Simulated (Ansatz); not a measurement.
Reaction (hydrogenolysis of a C–O bond): `C=[C](O)[GeH3]` + H₂ → `C=[CH][GeH3]` + H₂O

Gas-phase electronic energies from Ansatz, PBE0-D4/def2-TZVP geometries. CCSD(T)/CBS is the MP2 limit (def2-TZVPP, def2-QZVPP) plus CCSD(T) − MP2 in def2-TZVPP, frozen cores. This one scheme is used for every species. Functionals use def2-TZVPP. HSE06 is defined as in plane-wave codes. For Ge outer-core shells are correlated without core-valence functions, which leaves a few kJ/mol of doubt a bond. Scalar relativity is left out up to krypton. Each species was taken in one conformer, which may not be the lowest.

CCSD(T)/CBS gives -22.1 kcal/mol.

**Question.** Another level gave -19.5 kcal/mol. Which?
A. revPBE-D4/def2-TZVPP
B. SCS-MP2/def2-TZVPP
C. r2SCAN/def2-TZVPP
D. HSE06-D4/def2-TZVPP

**Answer.** D. HSE06-D4 -19.5, SCS-MP2/def2-TZVPP -22.0, revPBE-D4 -16.5, r2SCAN -18.0 kcal/mol.

**Question.** What do rigid-rotor, harmonic-oscillator terms from PBE0-D4/def2-TZVP frequencies (298.15 K, 1 bar) make of the CCSD(T)/CBS value? (Best estimate.)

**Answer.** Computed: ΔZPE = +4.4 kcal/mol, ΔH = -18.2 kcal/mol, ΔS = 22 J/(mol·K), ΔG = -19.8 kcal/mol. Modes under 50 cm⁻¹ make the entropy rough.

Largest T1 diagnostic among the species: 0.012.

The D4 term adds +1.2 kcal/mol with B3LYP and +0.7 kcal/mol with PBE0; it sums over pairs of atoms, weighted by their polarisabilities, and B3LYP, whose exchange is more repulsive, gets the larger term. At CCSD(T), def2-SVP lies +3.0 kcal/mol from the extrapolated value and def2-TZVPP +0.4 kcal/mol. In def2-TZVPP, CCSD(T) changes the Hartree–Fock value by +3.8 kcal/mol (the triples alone add +1.3 kcal/mol) and MP2 by +3.9 kcal/mol.

CCSD(T)/CBS has its own doubt, a few kJ/mol and more with outer-core shells, so smaller differences from it don't rank the levels.

B3LYP here is the variant with VWN-RPA as its local correlation; programs differ in this.
